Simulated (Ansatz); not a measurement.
Results of the Gaussian-basis code of Ansatz.

A structure relaxed at PBE0-D4/def2-TZVP, charge 0, multiplicity 1:

```
atom   x (Å)   y (Å)   z (Å)
  C1   1.193   0.725  -1.487
  N2   0.425   0.560  -0.305
 Mo3  -0.042  -0.332   1.092
  N4  -1.940  -0.604   0.893
  O5   0.757  -1.811   1.109
  F6   0.360   0.671   2.618
  H7   0.525   0.888  -2.340
  H8   1.814  -0.154  -1.693
  H9   1.838   1.605  -1.397
 H10  -2.409  -1.398   1.305
 H11  -2.521  -0.151   0.205
```

(1) Give its formula and SMILES.

(2) Summarise the bond lengths by kind.

## Answers

(1) CH5FMoN2O, `C[N]=[Mo]([NH2])(=[O])[F]`.

(2) 1 × C–N 1.419 Å; 3 × C–H 1.095 to 1.096 Å; 2 × Mo–N 1.722 to 1.928 Å; 1 × Mo–O 1.681 Å; 1 × F–Mo 1.870 Å; 2 × H–N 1.008 to 1.010 Å.
